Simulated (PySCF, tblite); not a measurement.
Isomers of C7H11ClO, one GFN2-xTB conformer each. Single-point energies are computed at PBE0/pcSseg-1 (PySCF, gas phase, no added dispersion term), electronic only.

Question: Rank them by PBE0/pcSseg-1 energy, lowest first (kJ/mol).
A. `[Cl:1][C@@H:2]1[CH2:3][CH2:4][C@@H:5]([C@H:6]2[CH2:7][O:8]2)[CH2:9]1` with C4–C5–C6–C7 -153°, Cl1–C2–C3–C4 -78°, C2–C3–C4–C5 -26°, C3–C4–C5–C6 -118°, C5–C6–C7–O8 106°
B. `[CH2:1]=[CH:2][CH2:3][C:4]([CH3:5])([CH3:6])[C:7](=[O:8])[Cl:9]` with C1–C2–C3–C4 -121°, C2–C3–C4–C5 -177°, C3–C4–C7–O8 123°
C. `[CH2:1]=[CH:2][O:3][CH2:4][C@H:5]([Cl:6])[C:7](=[CH2:8])[CH3:9]` with C1–C2–O3–C4 2°, C2–O3–C4–C5 179°, O3–C4–C5–Cl6 -75°, C4–C5–C7–C8 -124°
D. `[O:1]=[C:2]([Cl:3])[CH:4]1[CH2:5][CH2:6][CH2:7][CH2:8][CH2:9]1` with O1–C2–C4–C5 122°, C2–C4–C5–C6 -68°, C4–C5–C6–C7 -59°, C5–C6–C7–C8 59°, C6–C7–C8–C9 -57°
E. `[CH3:1]/[C:2](=[CH:3]/[CH:4]([CH3:5])[CH3:6])[C:7](=[O:8])[Cl:9]` with C2–C3–C4–C5 149°, C1–C2–C7–O8 -167°
F. `C[C@@H]1[C@H]2CC[C@]1(Cl)CO2`

Answer: D (0.0), F (73.7), E (82.3), B (98.9), A (152.2), C (217.8).

As drawn, the lowest has a C=O bond, which the highest lacks; the highest has a C=C bond outside aromatic rings, which the lowest lacks. Neighbours under 10 kJ/mol apart (C[C@@H]1[C@H]2CC[C@]1(Cl)CO2 and C/C(=C/C(C)C)C(=O)Cl) can change places with a better method, another conformer or zero-point energy. GFN2-xTB itself gives, in the same order: 0.0, 9.5, 101.4, 126.4, 84.2, 219.0. Both levels put the same isomer lowest; measured from each level's own lowest isomer, the values differ by up to 68.0 kJ/mol (Cl[C@@H]1CC[C@@H]([C@H]2CO2)C1: 84.2 against 152.2).

Which frontier levels, dipoles and rotational constants go with these structures?

```json
{"SMILES": "O=C(Cl)C1CCCCC1", "HOMO (eV, PBE0/pcSseg-1)": "-8.34", "LUMO (eV)": "-1.02", "dipole (D)": "3.02", "A, B, C (MHz)": "2433, 997.7, 862.3"}
{"SMILES": "C[C@@H]1[C@H]2CC[C@]1(Cl)CO2", "HOMO (eV, PBE0/pcSseg-1)": "-7.32", "LUMO (eV)": "0.85", "dipole (D)": "1.61", "A, B, C (MHz)": "2089, 1344, 1126"}
{"SMILES": "C/C(=C/C(C)C)C(=O)Cl", "HOMO (eV, PBE0/pcSseg-1)": "-7.85", "LUMO (eV)": "-1.97", "dipole (D)": "3.40", "A, B, C (MHz)": "2571, 754.6, 655.7"}
{"SMILES": "C=CCC(C)(C)C(=O)Cl", "HOMO (eV, PBE0/pcSseg-1)": "-7.78", "LUMO (eV)": "-0.98", "dipole (D)": "3.01", "A, B, C (MHz)": "1726, 1046, 919.3"}
{"SMILES": "Cl[C@@H]1CC[C@@H]([C@H]2CO2)C1", "HOMO (eV, PBE0/pcSseg-1)": "-7.82", "LUMO (eV)": "0.89", "dipole (D)": "2.60", "A, B, C (MHz)": "3136, 737.0, 690.6"}
{"SMILES": "C=COC[C@H](Cl)C(=C)C", "HOMO (eV, PBE0/pcSseg-1)": "-6.94", "LUMO (eV)": "-0.31", "dipole (D)": "2.37", "A, B, C (MHz)": "2036, 773.7, 666.6"}
```

What happens when harmonic zero-point energies from GFN2-xTB frequencies are added?

| SMILES | ZPE (kJ/mol) | electronic (kJ/mol) | with ZPE (kJ/mol) |
| --- | --- | --- | --- |
| O=C(Cl)C1CCCCC1 | 441.6 | 0.0 | 0.0 |
| C[C@@H]1[C@H]2CC[C@]1(Cl)CO2 | 441.1 | 73.7 | 73.2 |
| C/C(=C/C(C)C)C(=O)Cl | 427.6 | 82.3 | 68.3 |
| C=CCC(C)(C)C(=O)Cl | 426.0 | 98.9 | 83.3 |
| Cl[C@@H]1CC[C@@H]([C@H]2CO2)C1 | 438.6 | 152.2 | 149.2 |
| C=COC[C@H](Cl)C(=C)C | 423.0 | 217.8 | 199.2 |

The zero-point energies span 18.6 kJ/mol. The lowest isomer stays, but the order above it changes.
